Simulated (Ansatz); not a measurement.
One change: `F[SiH](Cl)[S][GeH3]` becomes `C[Se][SiH](F)Cl`.

Ansatz, PBE0-D4/def2-TZVP geometries, multiplicity 1. Each molecule was computed in one conformer, which needn't be the lowest.

Scalar relativity is left out up to krypton.

```csv
property,`F[SiH](Cl)[S][GeH3]`
LUMO energy (ωB97M-V/def2-TZVPP) / eV,1.30
HOMO energy (ωB97M-V/def2-TZVPP) / eV,-10.03
HOMO–LUMO gap (ωB97M-V/def2-TZVPP) / eV,11.33
LUMO energy (PBE0/def2-TZVPP) / eV,-0.56
HOMO–LUMO gap (PBE0/def2-TZVPP) / eV,7.32
HOMO–LUMO gap (B3LYP/def2-TZVPP) / eV,6.81
```

Task: What does the change do to each property? (Estimate.)

Result: Ansatz gave: 
```tsv
property	`C[Se][SiH](F)Cl`	shift
LUMO energy (ωB97M-V/def2-TZVPP) / eV	1.16	-0.14
HOMO energy (ωB97M-V/def2-TZVPP) / eV	-9.26	0.77
HOMO–LUMO gap (ωB97M-V/def2-TZVPP) / eV	10.42	-0.91
LUMO energy (PBE0/def2-TZVPP) / eV	-0.69	-0.13
HOMO–LUMO gap (PBE0/def2-TZVPP) / eV	6.42	-0.90
HOMO–LUMO gap (B3LYP/def2-TZVPP) / eV	5.97	-0.84
```

With PBE0 the HOMO rises by 0.77 eV and the LUMO falls by 0.13 eV, so the gap narrows by about 0.90 eV. PBE moves the HOMO by 0.70 eV and ωB97M-V by 0.77 eV.

B3LYP here is the variant with VWN-RPA as its local correlation; programs differ in this.

Spin–orbit coupling is left out; it splits and shifts lone-pair levels of the heavy atoms by tenths of an eV.
